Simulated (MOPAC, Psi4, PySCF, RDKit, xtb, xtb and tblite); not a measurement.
Two geometries of C3H8O3Si, SMILES COC[SiH2]C(=O)O, relaxed at GFN2-xTB with one dihedral held; other torsions can differ between them too.

Structure A

```
15

C      2.1515    -1.5174     0.4355
O      1.7460    -0.3723    -0.2623
C      0.4822     0.1246     0.1409
Si    -0.9964    -0.9952    -0.3677
C     -1.1167    -2.4457     0.8889
O     -1.1320    -3.6258     0.6455
O     -1.1923    -1.9825     2.1459
H      1.4876    -2.3698     0.2408
H      2.1783    -1.3348     1.5179
H      3.1537    -1.7561     0.0841
H      0.4840     0.3140     1.2244
H      0.3935     1.0907    -0.3593
H     -0.8078    -1.5553    -1.7019
H     -2.2298    -0.2231    -0.2064
H     -1.2695    -2.7125     2.7853
```

Structure B

```
15

C     -0.3808    -1.0746    -4.2097
O     -0.3404    -0.9717    -2.8096
C      0.9583    -1.1533    -2.2765
Si     0.7893    -0.9805    -0.3884
C      2.5370    -1.2207     0.3838
O      3.5711    -1.4259    -0.2014
O      2.4890    -1.1310     1.7182
H      0.2531    -0.3134    -4.6820
H     -0.0468    -2.0649    -4.5445
H     -1.4163    -0.9206    -4.5071
H      1.6477    -0.4067    -2.6981
H      1.3509    -2.1394    -2.5660
H      0.3306     0.3571    -0.0101
H     -0.0766    -2.0190     0.1721
H      3.3739    -1.2519     2.1080
```

### Question
Which is lower in energy at the level B3LYP-D3(BJ)/def2-SVP // GFN2-xTB in Psi4, and by how much?

### Answer
B is lower, by 6.19 kJ/mol (dihedral O2–C3–Si4–C5: 80° in A, 180° in B).

E(B) − E(A) in kJ/mol at the other levels, on the same two geometries: GFN2-xTB (xtb and tblite) -1.43; MMFF94 // GFN2-xTB (RDKit) -15.81; B3LYP/def2-SVP // GFN2-xTB (Psi4) -12.11; PBE/def2-SVP // GFN2-xTB (Psi4) -7.82; PBE-D3(BJ)/def2-SVP // GFN2-xTB (Psi4) -4.28; UFF // GFN2-xTB (RDKit) -12.82; AM1, restricted, heats of formation // GFN2-xTB (MOPAC) -27.27; PM3, restricted, heats of formation // GFN2-xTB (MOPAC) -3.72; GFN1-xTB // GFN2-xTB (xtb) -6.60; restricted B3LYP/6-31G*, spherical d, density fitting // GFN2-xTB (PySCF) -11.58; restricted B3LYP/LANL2DZ, with its core potentials past Ne // GFN2-xTB (PySCF) -11.16; restricted Hartree-Fock/LANL2DZ, with its core potentials past Ne // GFN2-xTB (PySCF) -19.63; restricted Hartree-Fock/6-31G*, spherical d, density fitting // GFN2-xTB (PySCF) -17.67.
